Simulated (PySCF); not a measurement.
# Reading the logs of faulty runs: GeH4N2Si

All numbers below are calculated, not measured. They come from PySCF 2.14.0, an open-source quantum chemistry program, on an isolated molecule that a program drew, which may never have been made. The molecule is GeH4N2Si (charge 0, singlet), drawn as the SMILES string `[NH2][Ge][N]=[SiH2]`.

Each row is a Hartree-Fock (HF) and frozen-core CCSD(T) single point in the cc-pV(D+d)Z basis, meant for a local HF minimum. Run 1 is clean. Each other run has one planted mistake out of seven kinds, and not every kind appears here: one electron removed, one electron added, multiplicity raised by two, geometry at a saddle point, minimal basis STO-3G, one bond length entered in bohr, all coordinates scaled. The reference is restricted for singlets and unrestricted otherwise, and also for a bond in bohr. Adding or removing an electron swaps singlet and doublet. Electrons count all cores. HOMO and LUMO are orbital energies over both spins, the gradient is its largest component, and the lowest frequency (negative if imaginary) is given only where the gradient is small. Bond lengths are over the 7 bonds as drawn. T1 is the CCSD diagnostic: over 0.02 (restricted) or 0.045 (unrestricted) a single reference is doubtful. Germanium has the cc-pVDZ-PP basis, with a core potential (ECP10MDF) in place of its 10 inner electrons, and its 3s, 3p and 3d shells are frozen in CCSD(T).

Geometry of the clean run:
```xyz
8
GeH4N2Si, angstrom
N    -0.2148    1.4291   -0.4142
Ge   -0.9275   -0.2450   -0.4968
N     0.4527   -1.1611    0.2559
Si    1.4867   -2.1539    0.8630
H     0.6885    1.6516   -0.0387
H    -0.7030    2.2375   -0.7495
H     2.5430   -2.8405    0.0956
H     1.5570   -2.5259    2.2888
```

```
run,electrons,basis functions,<S^2>,HOMO (eV),LUMO (eV),gradient (hartree/bohr),lowest frequency (cm^-1),mean bond (Å),longest bond (Å),T1,HF (hartree),CCSD(T) (hartree),mistake
1,64,94,0.000,-8.62,1.90,1.1e-05,56,1.4505,1.821,0.0206,-693.53581,-694.10351,no fault
2,64,94,0.000,-8.38,1.42,3.3e-05,-96,1.4564,1.852,0.0213,-693.53116,-694.09924,geometry at a saddle point
3,63,94,0.795,-14.01,-5.66,6.4e-02,-,1.4505,1.821,0.0585,-693.26037,-693.79185,one electron removed
4,65,94,0.770,0.13,6.95,7.9e-02,-,1.4505,1.821,0.0215,-693.49712,-694.07384,?
5,64,94,0.745,-8.85,1.55,2.1e-02,-,1.5779,1.894,0.0600,-693.39093,-693.95606,?
```

**Which mistake was planted in run 4, and what did it cost?**

It counts 65 electrons, one more than the clean run, at the same geometry and basis. So the mistake is: one electron added. Subtracting run 1 and multiplying by 627.51 kcal/mol a hartree, the energy moved by 24.3 kcal/mol in HF and 18.6 kcal/mol in CCSD(T).

**Which mistake was planted in run 5, and what did it cost?**

The mean bond changes by a factor of 1.088 and the longest by 1.040, so the molecule wasn't scaled as a whole. A length L in bohr read as angstrom grows by (1/0.5292 - 1) L = 0.890 L. The 7 bonds together grew by 7 x 0.1274 = 0.892 Å, which gives L = 1.002 Å. That is the length of one of the H-N bonds, 1.002 Å in the clean geometry. So the mistake is: one bond length entered in bohr. Subtracting run 1 and multiplying by 627.51 kcal/mol a hartree, the energy moved by 90.9 kcal/mol in HF and 92.5 kcal/mol in CCSD(T).

Cautions from the logs. Run 1: T1 is over the limit, so its CCSD(T) energy is less reliable; run 2: T1 is over the limit, so its CCSD(T) energy is less reliable; run 3: T1 is over the limit, so its CCSD(T) energy is less reliable; run 4: the HOMO is above zero, so the electron isn't bound and the energy depends on the basis; run 5: T1 is over the limit, so its CCSD(T) energy is less reliable.
